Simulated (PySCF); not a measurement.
# Two-photon absorption: `N#Cc1ccccc[cH+]1`, [C₈H₆N]+, charge +1

Geometry (Å), atoms numbered from 1 in this order:
```xyz
15

N     3.8658   -0.6872   -0.1515
C     2.7284   -0.4666   -0.1399
C     1.3201   -0.1939   -0.1258
C     0.9485    1.1638   -0.1187
C    -0.3301    1.7170   -0.1048
C    -1.5705    1.0714   -0.0945
C    -1.8334   -0.2988   -0.0956
C    -0.9200   -1.3577   -0.1073
C     0.4725   -1.3175   -0.1206
H     1.7785    1.8766   -0.1248
H    -0.3642    2.8107   -0.1015
H    -2.4469    1.7265   -0.0842
H    -2.8900   -0.5831   -0.0862
H    -1.3567   -2.3610   -0.1057
H     0.9796   -2.2869   -0.1280
```

Total charge +1.

Method: TDDFT CAM-B3LYP/aug-cc-pVDZ excited states, vertical, gas phase in PySCF 2.14.0. Geometry: PBE0-D3(BJ)/def2-SVP.

Q: How strongly do the lowest singlets absorb one photon, and two photons of half the energy?

A: δ for parallel linear polarisation; σ at the peak of a Lorentzian of half width 0.1 eV, single beam; Ω is circular over linear.
| state | E (eV) | f | photon λ (nm) | δ (au) | σ (GM) | Ω | main |
| --- | --- | --- | --- | --- | --- | --- | --- |
| S1 | 4.52 | 0.130 | 548 | 195 | 1.46 | 0.65 | HOMO→LUMO 0.77, HOMO−1→LUMO+1 0.20 |
| S2 | 4.59 | 0.001 | 541 | 19.7 | 0.15 | 1.50 | HOMO→LUMO+1 0.62, HOMO−1→LUMO 0.36 |
| S3 | 4.96 | 0.000 | 500 | <0.1 | 0.00 | – | HOMO−2→LUMO 0.94 |
| S4 | 5.67 | 0.268 | 438 | 15.5 | 0.18 | 1.50 | HOMO−1→LUMO 0.55, HOMO→LUMO+1 0.37 |
| S5 | 5.71 | 0.500 | 434 | 406 | 4.86 | 0.74 | HOMO−1→LUMO+1 0.61, HOMO→LUMO 0.18 |
| S6 | 5.85 | 0.000 | 424 | <0.1 | 0.00 | – | HOMO−2→LUMO+1 0.97 |

Among these, the strongest one-photon state is S5, the strongest two-photon state S5.
